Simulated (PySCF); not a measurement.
# Hartree-Fock beside MP2: AlBClFH2

These are calculations, not measurements. The program is PySCF 2.14.0, an open-source quantum chemistry code, run on an isolated molecule that a program drew, which may never have been made. The molecule is AlBClFH2 (charge 0, singlet), drawn as the SMILES string `[BH2][Al]([F])[Cl]`.

The geometry was optimised and harmonic frequencies were computed with HF and MP2, all in the cc-pV(D+d)Z basis, for the commonest isotopes, with a restricted reference for singlets and an unrestricted one otherwise, and a frozen core in MP2. Each result is a local minimum of its method.

Geometry at the HF minimum:
```xyz
6
AlBClFH2, angstrom
B     0.7269   -3.2808   -1.3474
Al    1.0096   -1.9254    0.2673
F     2.2935   -2.0816    1.2946
Cl   -0.2989   -0.3233    0.6620
H     1.1894   -3.0715   -2.4348
H     0.0921   -4.2910   -1.2192
```

Lengths of the bonds as drawn, in Å (atoms numbered as above):
| bond | HF | MP2 |
|---|---|---|
| B1-Al2 | 2.127 | 2.121 |
| Al2-F3 | 1.652 | 1.672 |
| Al2-Cl4 | 2.106 | 2.104 |
| B1-H5 | 1.200 | 1.207 |
| B1-H6 | 1.200 | 1.207 |

Rotational constants, in GHz:
| constant | HF | MP2 |
|---|---|---|
| A | 5.683 | 5.588 |
| B | 3.036 | 3.044 |
| C | 2.012 | 2.004 |

Harmonic frequencies in cm^-1, each column in rising order, so a row needn't be the same motion in every method:
```
rank,HF,MP2
1,135,132
2,139,134
3,205,196
4,215,205
5,464,462
6,603,575
7,640,?
8,858,831
9,911,883
10,1244,1192
11,2675,2628
12,2753,2712
```

**Estimate the missing MP2 frequency from the HF column.**

A single factor s that minimises the squared misfit of MP2 against s times HF over the other rows is sum(HF x MP2) / sum(HF^2) = 0.9798, with an rms misfit of 12 cm^-1. For rank 7 it gives 0.9798 x 640 = 627 cm^-1. The calculation gives 635 cm^-1, 8 cm^-1 above the estimate. The drawn bonds are on average 0.4 % longer in MP2 than in HF.
